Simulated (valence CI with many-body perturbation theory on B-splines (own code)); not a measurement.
Questions on Sm¹¹⁺

Method: valence CI with perturbative core correlation (CI+MBPT): five valence electrons over a frozen Dirac-Fock core [Kr] 4d10, a basis of 7 s, 7 p, 7 d, 7 f, 4 g, 2 h functions for each j, with the one-electron correlation potential Σ1, the two-electron term Σ2, the three-electron term Σ3, Breit, model QED; selected CI, second order for the rest, scaled by the run's own slope (own B-spline code, finite nucleus).

No measured levels were compared; by estimate terms of the open shell hold to a few per cent of their energy, and close levels can change places. Among the levels kept, up to 2300 cm⁻¹ of a level comes from second order outside the variational space, and about a tenth of that is noise between levels of different J, which matters for small intervals.

Names give the largest LS component (configuration and term), which can be under half, so a name can repeat, a term be missing and a line seem to break the LS rules; names also repeat where a configuration has a term twice.

Rates and lifetimes use the calculated energies. Strong lines usually hold to 10 to 20 %, long lifetimes can be off by a factor of two.

What is the ground level?

4f³5s² ⁴I°_9/2, composition 94 % 4f³5s² ⁴I° + 4 % 4f³5s² ²H°, g = 0.733.

How well does LS coupling describe the low levels?

Among the lowest 20 levels the leading LS term, summed over configurations, holds 84 % on average. For single configurations the figures are 82 % in LS and 60 % in jj coupling. Terms mix most in the J = 3/2 level at 4.039 eV, where the leading one holds 49 %.

Among levels below 23.277 eV, which E1 lines absorb most strongly from the ground level?

to 4f³5s5p ⁴K_11/2 at 56.69 nm, f = 0.0256; to 4f³5s5p ⁶I_7/2 at 61.36 nm, f = 0.0195; to 4f³5s5p ⁶I_9/2 at 60.77 nm, f = 0.0136.

Name the longest-lived excited levels whose lifetime is computed, and their main decay.

4f³5s² ⁴S°_3/2 at 2.623 eV lives 16.4 s, mostly by M1 to 4f³5s² ⁴F°_3/2; 4f³5s² ⁴G°_5/2 at 3.323 eV lives 5.36 s, mostly by E2 to 4f³5s² ⁴I°_9/2; 4f³5s² ⁴F°_7/2 at 2.621 eV lives 4.26 s, mostly by M1 to 4f³5s² ⁴F°_5/2. The lifetime of 4f³5s² ⁴F°_3/2 is too uncertain to give, and may be longer.

What is the ionisation energy?

199.76 eV; NIST lists 208 ± 10 eV (theoretical).

How is the term ⁴I° of the ground level split?

J = 9/2 at 0.000, J = 11/2 at 0.399, J = 13/2 at 0.816, J = 15/2 at 1.240 eV.

Where does the other parity begin?

At 4f⁴5s ⁶I_7/2, 17.023 eV.
